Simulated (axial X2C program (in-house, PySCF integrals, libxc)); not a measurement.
# Estimating the spin–orbit splitting of the π levels of CaF⁻

All values were computed with an axial X2C code built on PySCF integrals. Spin-free means the one-electron spin-free X2C Hamiltonian; two-component (2c) means X2C with spin–orbit coupling and atomic mean-field two-electron Coulomb and Gaunt terms, so the difference of the two also holds small scalar two-electron terms. Basis: Ca dyall-acv3z [12s13p7d5f], F dyall-av3z [7s6p3d2f] (cores contracted in-house); Gaussian nuclei, density fitting, unrestricted open shells. Masses: Ca 39.963 u, F 18.998 u.

Hartree–Fock at 2.001 Å, closed shell. Valence p splittings ε(p3/2) − ε(p1/2) of spherical Dirac–Hartree–Fock atoms with fractionally filled p shells: F 2p 0.072 eV.

| filled π level (eV), spin-free | F p share | Ca p share |
| --- | --- | --- |
| -10.50 | 0.93 | < 0.02 |

Task: In first order a p shell splits by 3ζ/2 and a π orbital by ζ. Estimate the splitting of each π level from the shares.

Result: level -10.50 eV: (2/3) × (0.93 × 0.072) = 0.04 eV.

The two-component Hartree–Fock calculation gives:

```csv
ε(ω = 1/2) (eV),σ share of it,ε(ω = 3/2) (eV),splitting (eV),estimate (eV)
-10.515,0.01,-10.471,0.04,0.04
```

The estimate leaves out the mixing of π1/2 with σ1/2 levels, which pushes the ω = 1/2 spinor up or down, the d and f parts of the orbital, small shares of the strongly split outer-core p shell of a metal, the Gaunt term (absent from the atomic values), and the change of the atomic p orbitals with charge; Löwdin shares depend on the basis.
